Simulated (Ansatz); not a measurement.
Breaking a bond: SeLi (cation, charge +1), lowest triplet found (which spin is the ground state isn't settled by this scan).

Levels: UCCSDT(Q) = CCSDT(Q) on UHF/aug-cc-pVDZ, cores with 3d frozen (Ansatz, an electronic-structure program); UKS-CAM-B3LYP = unrestricted CAM-B3LYP/aug-cc-pVDZ (Ansatz); FCI = full CI/aug-cc-pVDZ, cores with 3d frozen (Ansatz).

Energies relative to the lowest point of each curve between 2.15 and 3.14 Å, where full CI is lowest, in kJ/mol:

```tsv
R / Å	UCCSDT(Q)	UKS-CAM-B3LYP
1.78	270.5	239.2
1.94	142.3	120.4
2.15	53.7	41.0
2.26	29.0	20.0
2.41	9.8	5.0
2.51	3.4	0.9
2.66	0.0	0.3
2.81	1.6	3.9
2.96	6.0	9.8
4.38	57.4	63.6
7.21	79.0	84.8
8.48	80.7	86.5
```

Problem. Estimate the FCI values at these points.

Solution. 1.78: 270.5; 1.94: 142.2; 2.15: 53.7; 2.26: 29.0; 2.41: 9.8; 2.51: 3.4; 2.66: 0.0; 2.81: 1.6; 2.96: 6.0; 4.38: 57.4; 7.21: 78.9; 8.48: 80.7 (kJ/mol).
